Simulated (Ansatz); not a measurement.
Calculated with Ansatz (gas phase, PBE0-D4/def2-TZVP geometries, no zero-point term in ΔE). CBS: MP2 limit from def2 TZ/QZ plus the TZ coupled-cluster correction, frozen cores. This one scheme is used for every species. DFT in def2-TZVPP. B3LYP here is the variant with VWN-RPA as its local correlation; programs differ in this. One conformer a species, not always the lowest.

`BN[SiH2]OC` + H₂O → `BN[SiH2]O` + CH₃OH  (formal hydrolysis of the Si–O bond)

`BN[SiH2]OC`:

Z-matrix (Å, degrees):
```
Si
N 1 1.730
O 1 1.639 2 108.1
H 1 1.490 2 110.4 3 -117.9
H 1 1.482 2 107.5 3 121.4
B 2 1.400 1 126.2 3 -110.3
H 2 1.011 1 116.8 3 68.3
C 3 1.408 1 123.4 2 -167.8
H 6 1.198 2 119.7 1 179.5
H 6 1.198 2 118.9 1 -0.8
H 8 1.097 3 111.7 1 48.3
H 8 1.095 3 111.3 1 -73.3
H 8 1.091 3 108.3 1 167.6
```

H₂O:

Cartesian coordinates in Å:
```
O -0.306 -0.092 0.222
H 0.300 0.643 0.338
H 0.007 -0.552 -0.560
```

`BN[SiH2]O`:

```xyz
10

B    -1.074    0.248   -1.360
N     0.010    0.601   -0.546
Si    0.339    0.005    1.056
O     1.676   -0.948    1.117
H    -1.872   -0.545   -0.947
H    -1.186    0.734   -2.448
H     0.668    1.267   -0.928
H     0.667    1.137    1.950
H    -0.883   -0.722    1.471
H     1.657   -1.776    0.635
```

CH₃OH:

```xyz
6

C     0.221    0.203    0.192
O    -0.658   -0.866   -0.072
H     0.544    0.103    1.229
H    -0.263    1.181    0.078
H     1.114    0.177   -0.446
H    -0.957   -0.798   -0.980
```

```csv
level,ΔE (kJ/mol)
r2SCAN-D4,-2.9
B3LYP-D4,-1.1
PBE,-6.4
r2SCAN,-3.9
PBE0,-5.3
MP2/def2-QZVPP,0.7
SCS-MP2/def2-QZVPP,-0.6
HF/CBS(def2),-4.2
```

What does CCSD(T)/CBS give? (An estimate is asked.)

The calculation gave: +0.3 kJ/mol. The listed levels differ from it by -3.2, -1.4, -6.7, -4.2, -5.6, 0.4, -0.9, -4.5 kJ/mol.

Largest T1 diagnostic among the species: 0.012.

The D4 term adds +4.9 kJ/mol with B3LYP and +2.8 kJ/mol with PBE0; it sums over pairs of atoms, weighted by their polarisabilities, and B3LYP, whose exchange is more repulsive, gets the larger term. In def2-TZVPP, CCSD(T) changes the Hartree–Fock value by +3.8 kJ/mol (the triples alone add +0.5 kJ/mol) and MP2 by +4.6 kJ/mol.
